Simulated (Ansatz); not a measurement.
`[GaH2][SnH3]`, 7 atoms. Charge 0, multiplicity 1. Correlated methods include outer-core shells of Ga, Sn, which these sets cover unevenly. Scalar relativity is left out up to krypton. Sn takes the def2 core potential. All runs use 2 threads of an Arm Neoverse V2 on a shared host. Correlated methods freeze the cores.

(1) How many basis functions does each run have, and how long does it take in Ansatz? RKS PBE0-D4/def2-SVP energy; direct RPA on PBE orbitals/def2-TZVPP energy; RKS B97M-V/def2-TZVPP energy; RKS ωB97M-V/def2-SVP energy; RKS PBE0-D4/def2-TZVP frequencies; RHF-CCSD(T)/def2-TZVPP energy; RKS PBE0-D4/def2-QZVPP energy; RHF-CCSD(T)/def2-SVP energy; RKS ωB97M-V/def2-QZVPP energy; RKS PBE0-D4/def2-TZVP relaxation (5 steps); RHF-MP2/def2-QZVPP energy; RKS PBE-QIDH (frozen core)/def2-TZVPP energy. (An estimate is asked.)

Answers

(1) The calculation gave: Other jobs shared the machine, so times are rough.

```json
{"level": "RKS PBE0-D4/def2-SVP", "job": "energy", "functions": "83", "wall time": "1.2 s", "peak host memory (GiB)": "0.16"}
{"level": "RHF-CCSD(T)/def2-SVP", "job": "energy", "functions": "83", "wall time": "3.2 s", "peak host memory (GiB)": "0.27"}
{"level": "direct RPA on PBE orbitals/def2-TZVPP", "job": "energy", "functions": "168", "wall time": "3.9 s", "peak host memory (GiB)": "0.31"}
{"level": "RKS PBE-QIDH (frozen core)/def2-TZVPP", "job": "energy", "functions": "168", "wall time": "4.4 s", "peak host memory (GiB)": "0.35"}
{"level": "RKS ωB97M-V/def2-SVP", "job": "energy", "functions": "83", "wall time": "5 s", "peak host memory (GiB)": "0.25"}
{"level": "RKS PBE0-D4/def2-QZVPP", "job": "energy", "functions": "321", "wall time": "6 s", "peak host memory (GiB)": "0.85"}
{"level": "RKS B97M-V/def2-TZVPP", "job": "energy", "functions": "168", "wall time": "7 s", "peak host memory (GiB)": "0.25"}
{"level": "RHF-MP2/def2-QZVPP", "job": "energy", "functions": "321", "wall time": "13 s", "peak host memory (GiB)": "1.1"}
{"level": "RKS PBE0-D4/def2-TZVP", "job": "relaxation (5 steps)", "functions": "128", "wall time": "14 s", "peak host memory (GiB)": "0.3"}
{"level": "RKS ωB97M-V/def2-QZVPP", "job": "energy", "functions": "321", "wall time": "16 s", "peak host memory (GiB)": "1"}
{"level": "RHF-CCSD(T)/def2-TZVPP", "job": "energy", "functions": "168", "wall time": "48 s", "peak host memory (GiB)": "1.5"}
{"level": "RKS PBE0-D4/def2-TZVP", "job": "frequencies", "functions": "128", "wall time": "66 s", "peak host memory (GiB)": "0.3"}
```
